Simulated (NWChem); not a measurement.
Species: CH₃NO₃Si; SMILES O(C#N)[SiH](O)O

```xyz
9

N      0.0335    -2.9443     0.1473
C     -0.2019    -1.8195    -0.1093
O     -0.4904    -0.6013    -0.4254
Si     0.0591     0.8119     0.4264
O     -0.9675     1.9901    -0.1141
O      1.6118     1.1972     0.0388
H      0.0316     0.4734     1.8696
H     -1.8994     1.7433    -0.2476
H      1.7650     1.5736    -0.8464
```
Atoms are numbered in this order, from 1.

Program: NWChem. Structure relaxed at the PBE-D3(BJ)/def2-SVP level. Atomic charges in e: unrestrained fits to the electrostatic potential beside Mulliken populations; buried atoms are poorly determined by the fit.

Q: Predict the results for B3LYP/def2-SVP. Quantities: ESP N1; Mulliken N1; ESP C2; Mulliken C2; ESP O3; Mulliken O3; ESP Si4; Mulliken Si4; ESP O5; Mulliken O5; relative RMS misfit of the potential (%).

A: 
| Item | Value |
|---|---|
| ESP N1 | -0.53 |
| Mulliken N1 | -0.03 |
| ESP C2 | 0.53 |
| Mulliken C2 | -0.01 |
| ESP O3 | -0.44 |
| Mulliken O3 | -0.39 |
| ESP Si4 | 1.08 |
| Mulliken Si4 | 0.87 |
| ESP O5 | -0.68 |
| Mulliken O5 | -0.38 |
| relative RMS misfit of the potential (%) | 14 |
